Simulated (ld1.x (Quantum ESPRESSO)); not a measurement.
## Before and after: TM potential for gallium

- Element: gallium (Ga)
- Generator: ld1.x (Quantum ESPRESSO) 7.5
- Type: norm-conserving Troullier–Martins (Kleinman–Bylander form)
- Functional: PBE
- Relativity: scalar-relativistic
- Frozen core: [Ar]
- Valence charge: 13
- Reference configuration: 3d10 4s1 4p2
- Partial waves: 4s (bound): rc 1.60 bohr; 4p (bound): rc 2.65 bohr; 3d (bound): rc 1.15 bohr
- Local potential: all-electron potential smoothed inside 1.40 bohr (lloc = -1)
- Core correction: a·sin(br)/r model core inside 0.75 bohr

Change: functional revPBE.

Cutoffs: the cutoffs (Ry, on a coarse ladder) from which the occupation-weighted sum of valence levels, in a spherical-Bessel basis at the reference potential, stays within 10 and 1 mRy of its value at 400 Ry; they do not see the model core or the augmentation charge, which bear on the density cutoff. Errors are all-electron minus pseudo energies relative to the spin-unpolarised reference configuration.

Predict the effect on cutoff, ghosts and configuration errors.

Of the 7 tests that both files solve, the error grows in 2 and shrinks in 1 by more than 15 % and 0.3 meV (median size 3.8 → 4.0 meV); neither file shows a bound ghost at the reference potential, the only one tested.

| quantity | base | changed |
| --- | --- | --- |
| cutoff, loose | 200 Ry | 200 Ry |
| cutoff, tight | over 300 Ry | over 300 Ry |
| bound ghosts | none | none |
| error for 3d10 4s2 4p1, meV [ΔE -6.54 → -6.51 eV] | +3.1 | +3.4 |
| error for 3d10 4s2 4p0, meV [ΔE -0.85 → -0.89 eV] | +1.2 | +1.6 |
| error for 3d10 4s1 4p0, meV [ΔE 20.28 → 20.09 eV] | -3.8 | -2.9 |
| error for 3d10 4s0 4p0, meV [ΔE 51.55 → 51.15 eV] | -60 | -63 |
| error for 3d9 4s0 4p0, meV [ΔE 115.43 → 114.91 eV] | -212 | -217 |
| error for 3d9 4s2 4p1, meV [ΔE 21.16 → 21.13 eV] | +140 | +191 |
| error for 3d10 4s2 4p1.3, meV [ΔE -7.07 → -7.03 eV] | +3.7 | +4.0 |
| s: phases at 2.89 bohr within 0.05 rad from the reference energy up to (Ry; the scan ends near 5) | 0.1 | 0.0 |
| p: phases at 2.89 bohr within 0.05 rad from the reference energy up to (Ry; the scan ends near 5) | 1.9 | 1.9 |
| d: phases at 2.89 bohr within 0.05 rad from the reference energy up to (Ry; the scan ends near 5) | 0.8 | 0.8 |

Changed file: These tests converged, but a pseudo level misses the all-electron one widely, so the file describes the atom poorly there or has found another state: 3d9 4s0 4p0: empty 4s by 5.4 eV (a node warning on the way).
